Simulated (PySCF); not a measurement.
This PySCF input asks for the NMR shieldings of `C=C(C)[PH2+]CCCC`, [C7H16P]+; the geometry comes from GFN2-xTB.

```python
import basis_set_exchange as bse
import numpy as np
from pyscf import gto, dft
from pyscf.prop import nmr

atoms = """
C     0.370571    3.234985   -1.112696
C     0.083261    2.365530   -0.149871
C    -0.526964    2.691890    1.176187
P     0.420403    0.610830   -0.392112
C    -1.091512   -0.381399   -0.531908
C    -0.802708   -1.810850   -1.005545
C     0.294161   -2.500143   -0.196308
C    -0.023366   -2.593273    1.290308
H     0.809093    2.938308   -2.051993
H     0.172818    4.286974   -0.989222
H     0.066585    2.270717    1.989060
H    -1.535737    2.284444    1.249878
H    -0.586120    3.767985    1.312116
H     1.194834    0.177277    0.656750
H     1.178937    0.452483   -1.528222
H    -1.580718   -0.383744    0.447647
H    -1.754098    0.133120   -1.237554
H    -0.511420   -1.793305   -2.058008
H    -1.726597   -2.385896   -0.929529
H     1.243238   -1.966086   -0.345392
H     0.429941   -3.506980   -0.592011
H    -0.056345   -1.611089    1.763566
H    -0.982395   -3.081445    1.443544
H     0.735866   -3.180567    1.798870
"""
names = dict.fromkeys(["C", "P", "H"], "pcSseg-1")
basis = {el: gto.basis.parse(bse.get_basis(n, elements=[el], fmt="nwchem")) for el, n in names.items()}
mol = gto.M(atom=atoms, basis=basis, charge=1, verbose=0)
mf = dft.RKS(mol, xc="PBE0")
mf.grids.level = 2
mf.grids.alignment = dft.numint.BLKSIZE   # the property module wants whole blocks of grid points
mf.conv_tol = 1e-9
mf.kernel()

calc = nmr.RKS(mf)   # GIAO
C = mf.mo_coeff
Co = C[:, mf.mo_occ > 0]
resp = mf.gen_response(singlet=True, hermi=2)
def vind(x):   # induced exchange potential for any number of trial vectors
    d = np.einsum("pi,xij,qj->xpq", C, 2 * x.reshape(-1, C.shape[1], Co.shape[1]), Co, optimize=True)
    return np.einsum("xpq,pi,qj->xij", resp(d - d.transpose(0, 2, 1)), C, Co, optimize=True).ravel()
mo1, _ = nmr.rhf.solve_mo1(calc, with_cphf=vind)
sigma = calc.kernel(mo1)
for i, s in enumerate(sigma):   # ppm
    w = np.linalg.eigvalsh((s + s.T) / 2)
    print("%2d %-2s iso %8.1f  s11 %8.1f  s22 %8.1f  s33 %8.1f" % (i, mol.atom_pure_symbol(i), w.mean(), *w))
```

**Question.** Give the expected output.

**Answer.** 
```
 0 C  iso     35.2  s11    -81.7  s22     36.0  s33    151.5
 1 C  iso     58.5  s11    -51.5  s22     74.8  s33    152.3
 2 C  iso    163.9  s11    148.1  s22    155.9  s33    187.7
 3 P  iso    357.7  s11    294.6  s22    360.0  s33    418.7
 4 C  iso    166.2  s11    137.5  s22    175.1  s33    186.1
 5 C  iso    159.1  s11    150.9  s22    159.8  s33    166.7
 6 C  iso    162.6  s11    156.3  s22    164.1  s33    167.4
 7 C  iso    174.9  s11    162.1  s22    175.6  s33    187.0
 8 H  iso     25.0  s11     20.6  s22     23.9  s33     30.5
 9 H  iso     24.7  s11     21.3  s22     23.7  s33     29.0
10 H  iso     29.6  s11     25.2  s22     28.7  s33     35.0
11 H  iso     29.4  s11     24.7  s22     29.1  s33     34.4
12 H  iso     28.8  s11     24.4  s22     26.5  s33     35.5
13 H  iso     25.7  s11     20.9  s22     26.2  s33     30.1
14 H  iso     26.1  s11     21.4  s22     25.3  s33     31.7
15 H  iso     28.6  s11     24.4  s22     28.4  s33     33.1
16 H  iso     29.2  s11     23.5  s22     28.2  s33     35.9
17 H  iso     29.6  s11     24.3  s22     28.2  s33     36.3
18 H  iso     29.5  s11     24.6  s22     27.2  s33     36.6
19 H  iso     30.8  s11     26.9  s22     30.6  s33     34.9
20 H  iso     29.4  s11     23.8  s22     27.5  s33     37.0
21 H  iso     31.0  s11     25.8  s22     31.9  s33     35.4
22 H  iso     30.6  s11     26.5  s22     27.7  s33     37.7
23 H  iso     30.0  s11     25.3  s22     26.6  s33     37.9
```

These numbers come from an equivalent density-fitted implementation of the same equations, which agrees with the script to about 0.01 ppm for H and up to a few tenths of a ppm for heavy atoms, so last digits may differ.

**Question.** Turn these shieldings into chemical shifts. Shifts are taken against calculated references (same method and geometry level): 13C (σref 186.93), 1H (σref 31.72) vs TMS; H3PO4 for 31P (σref 318.38).

**Answer.** Averaging equivalent atoms: C 0: 151.7; C 1: 128.4; C 5: 27.8; C 6: 24.3; C 2: 23.0; C 4: 20.7; C 7: 12.0; P 3: -39.4; H 9: 7.06; H 8: 6.69; H 13/14: 5.79; H 15/16: 2.80; H 10/11/12: 2.43; H 17/18: 2.19; H 19/20: 1.59; H 21/22/23: 1.18 ppm. Experimental scales use liquid or dissolved standards, which lie at an offset from isolated H3PO4.

Size and cost of the density-fitted run: 223 basis functions, 52 s wall time on 1 thread of an Arm Neoverse V1, shared host.
